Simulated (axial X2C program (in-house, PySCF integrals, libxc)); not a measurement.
**Levels of Ga₂⁺ by electron attachment to Ga₂²⁺ (EOM-EA-CCSD)**

Computed with an axial X2C code built on PySCF integrals: two-component X2C with atomic mean-field Coulomb and Gaunt terms, Gaussian nuclei, basis Ga dyall-acv3z with contracted cores.

R = 3.767 Å (1.150 times 3.276 Å, the PBE0 minimum at charge 1 for the lowest determinant).

Levels of Ga₂⁺ obtained by attaching an electron to Ga₂²⁺:

```tsv
Ω	binding energy (eV)	above lowest (cm⁻¹)	attached spinor	one-particle weight
1/2	10.570	0	92% Ga pσ	0.95
1/2	9.797	6233	92% Ga pπ	0.96
3/2	9.742	6684	92% Ga pπ	0.96
1/2	8.931	13221	92% Ga pπ	0.95
3/2	8.862	13780	92% Ga pπ	0.95
1/2	7.985	20855	84% Ga pσ	0.94
1/2	5.930	37424	80% Ga sσ	0.98
```

Q: What is the splitting of the first π pair in the table, and is it regular or inverted?

A: E(3/2) − E(1/2) = 6684 − 6233 = 451 cm⁻¹ at EOM-EA-CCSD: regular, Ω = 1/2 lower. Splittings at this level can be off by ten to twenty per cent.

This point took 8.8 s on 1 thread of Intel(R) Xeon(R) Processor @ 2.30GHz, with other jobs on the host.

Reference electrons by ω block (each with its −ω partner): 1/2: 20, 3/2: 8, 5/2: 2. 4 electrons of Ga₂²⁺ correlated (inner shells frozen), 92 natural virtual spinors (a truncated set); levels can be off by some tenths of an eV. Roots sought by Ω: (1/2: 5, 3/2: 4, 5/2: 2, 7/2: 1); rows need 60 % one-particle weight and stop where some Ω has no more roots. Missing are any skipped roots, higher Ω and states of a further excitation; these come out far too high here and may in truth be low or lowest. T1 of the reference 0.005 (Lee–Taylor). The reference was not checked to be the lowest state of its species. Number of frozen shells: Ga 3 s, 2 p, 1 d. g and u states are not told apart.
